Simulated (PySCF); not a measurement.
## Correlation energy of Ga (gallium, neutral)

[Ar] 3d10 4s2 4d1, 2D determinant (an excited configuration). Calculation: PySCF 2.14, in x2c-QZVPPall with one added diffuse shell each of s, p, d, f type (12s8p6d5f1g, 110 functions); the spin-free X2C one-electron Hamiltonian (Gaussian nucleus). Frozen: [Ar] 3d10; 3 electrons correlated.

```csv
level,correlation energy (mhartree)
CCSD,-50.15
(T),-2.36
CCSD(T),-52.51
```

Diagnostics: T1 = 0.037, D1 = 0.0890, largest double amplitude 0.202.

The outer electron is Rydberg-like, and this basis confines it to a smaller radius and binds it less than a complete one would. T1 exceeds 0.03, a sign that the reference determinant is poor. A double-excitation amplitude exceeds 0.15, a sign of near-degeneracy.

Cost of the coupled-cluster step: roughly 60 core-seconds, for 3 correlated electrons.
